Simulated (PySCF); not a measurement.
# Eu: ionisation energy

Eu [Xe] 4f7 6s2 (8S) → Eu⁺ [Xe] 4f7 6s1 (9S), as a difference of total energies. All numbers are calculated (PySCF 2.14, scalar relativity by spin-free X2C-1e, in ANO-RCC-VTZP). The calculations carry no spin-orbit coupling.

| method | ionisation energy (eV) |
| --- | --- |
| UHF | 4.631 |
| r2SCAN0 | 5.300 |
| PBEsol | 5.583 |

For comparison: 5.670 eV (measured; NIST Atomic Spectra Database, ionization energies).
